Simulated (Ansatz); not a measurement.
CH₆BNSi, 10 atoms. The species carries charge 0 and has multiplicity 1. The bonds changed during the relaxation, so this is another structure than the one it started from. All runs use 2 threads of an Arm Neoverse V1 on a shared host. Correlated methods freeze the cores.

(1) Give the basis size and wall time and peak host memory of each of these runs in Ansatz. RKS ωB97M-V/def2-SVP energy; RHF-CCSD(T)/def2-SVP energy; RKS PBE0-D4/def2-QZVPP energy; RKS PBE0-D4/def2-SVP energy; RKS ωB97M-V/def2-QZVPP energy; RKS B3LYP-D4/def2-TZVPP energy and forces; RKS B2PLYP (frozen core)/def2-TZVPP energy; direct RPA on PBE orbitals/def2-TZVPP energy; RKS PBE0-D4/def2-TZVP relaxation (7 steps); RHF-MP2/def2-QZVPP energy; RHF-CCSD(T)/def2-TZVPP energy; RKS PBE0-D4/def2-TZVP frequencies. (Best estimate.)

Results:

(1) The calculation gave: Other jobs shared the machine, so times are rough.

```csv
level,job,functions,wall time,peak host memory (GiB)
RKS PBE0-D4/def2-SVP,energy,90,1.4 s,0.16
RHF-CCSD(T)/def2-SVP,energy,90,3.4 s,0.31
RKS ωB97M-V/def2-SVP,energy,90,5.5 s,0.25
RKS B3LYP-D4/def2-TZVPP,energy and forces,219,6 s,0.51
direct RPA on PBE orbitals/def2-TZVPP,energy,219,6.5 s,0.48
RKS B2PLYP (frozen core)/def2-TZVPP,energy,219,7 s,0.51
RKS PBE0-D4/def2-QZVPP,energy,421,13 s,1.1
RKS ωB97M-V/def2-QZVPP,energy,421,31 s,1.4
RKS PBE0-D4/def2-TZVP,relaxation (7 steps),166,31 s,0.35
RHF-MP2/def2-QZVPP,energy,421,35 s,2.3
RHF-CCSD(T)/def2-TZVPP,energy,219,90 s,3.3
RKS PBE0-D4/def2-TZVP,frequencies,166,2.7 min,0.36
```

B3LYP here is the variant with VWN-RPA as its local correlation; programs differ in this.
